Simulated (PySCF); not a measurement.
# Exercise with solution: entropy of an ideal gas

Na(OH) (HNaO), SMILES [OH][Na].

Geometry: PBE0-D3(BJ)/def2-TZVPD. The isomer is the one that the SMILES or the coordinates give; other isomers of the formula were not compared.

PySCF with PBE0-D3(BJ)/def2-TZVPD gives the harmonic wavenumbers 178, 178, 566, 4001 cm⁻¹ and the rotational temperature 0.6099 K. The molar mass is 40.00 g/mol, the symmetry number 1, the spin multiplicity 1.

Problem. Work out the entropy at 298.15 K and 1 atm in the rigid-rotor, harmonic-oscillator model.

Solution. 
Translation (Sackur–Tetrode at 1 atm): S = R[1.5 ln M + 2.5 ln T − 1.16487] = 154.8 J/(mol K).
Rotation: q = T/(σ θ) = 489, S = R[ln q + 1] = 59.8 J/(mol K).
Vibration: with u = 1.4388 ν/T, each mode gives R[u/(e^u − 1) − ln(1 − e^−u)]:
| ν (cm⁻¹) | modes | u | S (J/(mol K)) |
|---|---|---|---|
| 178 | 2 | 0.86 | 19.66 |
| 566 | 1 | 2.73 | 2.14 |
The stiffer modes add less than 0.005 each. Sum 21.8 J/(mol K).
Spin: R ln 1 = 0.0 J/(mol K).
Total 236.4 J/(mol K); the program's own thermochemistry gives 236.3. Translation makes up 65 % and vibration 9 %. Anharmonicity, hindered rotation and orbital degeneracy are left out.
